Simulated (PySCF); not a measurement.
Compound: C5H3F3NO (doublet state).
Cartesian coordinates in Å at the GFN2-xTB level; atoms count from 1:
```xyz
13
C5H3F3NO angstrom
N      2.5633   -0.6663    0.9099
C      1.9809   -0.3351   -0.2781
O      2.3832   -0.7357   -1.3595
C      0.8909    0.5708   -0.1998
C     -0.3543    0.9055   -0.3671
C     -1.4617   -0.0273   -0.5653
F     -1.1855   -1.3375   -0.4828
C     -2.7181    0.3489   -0.8179
F     -3.7487   -0.4571   -1.0038
F     -3.0867    1.6205   -0.9077
H      3.2710   -1.3824    0.8928
H      2.1200   -0.4511    1.7854
H     -0.6586    1.9473   -0.3464
```

The hyperfine couplings belong to this conformer and change with its torsions.

As a line formula: `FC(=C(F)/C=[C]\C(=O)N)F` [radical].

Level of theory: PySCF, UKS B3LYP, pcH-1 on C F H N O, non-relativistic, mean-field spin-orbit, GIAO. One conformer (not necessarily the lowest) at the GFN2-xTB geometry, without solvent, vibrations or thermal averaging. The geometry wasn't refined by DFT: couplings that depend on bond lengths, twists or pyramidal angles can differ widely from those at the functional's own minimum. The frame is twisted about the C2–C4 bond at this geometry (dihedral O3–C2–C4–C5 = 64°); couplings at other torsion angles weren't computed. Stability of the SCF solution: not tested.

Principal values of hyperfine tensors in MHz (contact and dipolar terms together), for some of the nuclei:

```csv
atom,isotope,A1,A2,A3
C4,13C,85.58,109.18,300.34
C6,13C,83.58,90.49,100.21
C5,13C,-43.51,-23.71,-15.49
C2,13C,-29.74,-17.30,-6.87
O3,17O,-64.08,12.42,15.81
F9,19F,-24.26,11.80,30.00
F10,19F,-26.39,5.34,6.11
H11,1H,-8.29,-7.08,1.47
```

Question: Give the isotropic coupling of each nucleus in MHz and in mT (g = 2.0031), and the anisotropic part.

Answer: a_iso is a third of the trace, T = A − a_iso, and a(mT) = a(MHz)/(g × 13.996).

| atom | a_iso (MHz) | a_iso (mT) | T1 | T2 | T3 |
| --- | --- | --- | --- | --- | --- |
| C4 | 165.03 | 5.886 | -79.45 | -55.85 | 135.31 |
| C6 | 91.43 | 3.261 | -7.84 | -0.94 | 8.78 |
| C5 | -27.57 | -0.983 | -15.94 | 3.86 | 12.08 |
| C2 | -17.97 | -0.641 | -11.77 | 0.67 | 11.10 |
| O3 | -11.95 | -0.426 | -52.13 | 24.37 | 27.76 |
| F9 | 5.85 | 0.209 | -30.11 | 5.96 | 24.15 |
| F10 | -4.98 | -0.178 | -21.41 | 10.32 | 11.09 |
| H11 | -4.63 | -0.165 | -3.65 | -2.45 | 6.10 |

Question: What spin density at the nucleus of O3 lies behind its contact coupling (g_N = -0.75752)?

Answer: a_FC = (2μ0/3) gₑ μB g_N μN ρ(0)/(2S·h) = 800.24 MHz × g_N × ρ(0)/(2S), with ρ in bohr⁻³. With a_FC = -11.95 MHz and 2S = 1, ρ(0) = 0.01972 bohr⁻³. The nuclear moment is negative, so coupling and spin density have opposite signs.

Question: H13 (1H, g_N = 5.58569) isn't in the table. Its spin density at the nucleus is 0.03008 bohr⁻³. What is its contact coupling?

Answer: By the same relation, a_FC = 134.4 MHz. Its full tensor has the principal values 128.65, 130.38, 144.26 MHz.

Question: Which nucleus of the table has the largest anisotropic coupling, and what is its form?

Answer: C4: -79.5, -55.9, 135.3 MHz, rhombic: the two smaller values differ by 17 % of the largest.

Question: What first-order splitting does C6 cause when the field lies along A1, A2 or A3 of its tensor (g taken as isotropic, no quadrupole term)?

Answer: 2 lines (I = 1/2), spaced by |A_i|/(g × 13.996): 2.98, 3.23, 3.57 mT along the axes of A1, A2 and A3.
